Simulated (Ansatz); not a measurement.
Reaction (cleavage of the B–B bond): `OBBS` + `O[SiH2][SiH3]` → `OBO[SiH2][SiH3]` + `BS`

Program: Ansatz. Geometries: PBE0-D4/def2-TZVP. ΔE: electronic, gas phase. CBS: MP2 limit from def2 TZ/QZ plus the TZ coupled-cluster correction, frozen cores. This one scheme is used for every species. Functionals use def2-TZVPP. B3LYP here is the variant with VWN-RPA as its local correlation; programs differ in this. HSE06 is defined as in plane-wave codes. One conformer a species, not always the lowest.

`OBBS`:

```xyz
8

O    -0.534    1.796   -0.450
B     0.293    0.727   -0.561
B     0.197   -0.553    0.533
S    -0.966   -1.860    0.264
H    -0.372    2.473   -1.112
H     1.117    0.724   -1.447
H     0.932   -0.640    1.474
H    -0.666   -2.666    1.299
```

`O[SiH2][SiH3]`:

```xyz
9

O     1.838    0.674    0.677
Si    0.888    0.027   -0.512
Si   -1.298   -0.409    0.226
H     1.553    1.498    1.073
H     0.815    0.929   -1.699
H     1.563   -1.231   -0.918
H    -2.119   -0.938   -0.898
H    -1.932    0.848    0.716
H    -1.309   -1.399    1.336
```

`OBO[SiH2][SiH3]`:

Z-matrix (Å, degrees):
```
Si
Si 1 2.346
O 1 1.658 2 112.7
H 1 1.487 2 110.3 3 -120.3
H 1 1.487 2 110.3 3 120.3
H 2 1.487 1 111.2 3 60.9
H 2 1.489 1 107.8 3 180.0
H 2 1.487 1 111.2 3 -60.9
B 3 1.361 1 131.9 2 -0.1
O 9 1.352 3 120.5 1 -179.9
H 9 1.200 3 121.8 1 0.1
H 10 0.963 9 112.3 3 0.0
```

`BS`:

Cartesian coordinates in Å:
```
B -0.174 0.147 0.533
S -0.014 0.392 -1.207
H -0.756 1.001 1.126
H 0.277 -0.816 1.068
H 0.667 -0.724 -1.521
```

```csv
level,ΔE (kcal/mol)
BLYP-D4,-38.7
B3LYP-D4,-39.7
r2SCANh-D4,-39.7
HSE06-D4,-37.7
ωB97M-V,-40.2
CCSD/def2-SVP,-44.0
CCSD(T)/def2-TZVPP,-39.9
CCSD/CBS(def2),-39.5
```

(1) What does CCSD(T)/CBS give? (An estimate is asked.)

Largest T1 diagnostic among the species: 0.016.

Results:

(1) Ansatz gave: -39.3 kcal/mol. The listed levels differ from it by 0.6, -0.4, -0.4, 1.6, -0.9, -4.7, -0.6, -0.2 kcal/mol.

In def2-TZVPP, CCSD(T) changes the Hartree–Fock value by +3.1 kcal/mol (the triples alone add +0.2 kcal/mol) and MP2 by +2.2 kcal/mol. From BLYP to BHLYP (50 % exact exchange), in def2-TZVPP and without D4, ΔE moves by −3.2 kcal/mol. Leaving LDA and LC-ωPBE aside and taking each functional with its dispersion term where it has one, the values, not all of them listed here, spread over 5.8 kcal/mol, from BHLYP-D4 to revPBE-D4. LDA lies −2.5 kcal/mol from PBE without D4.
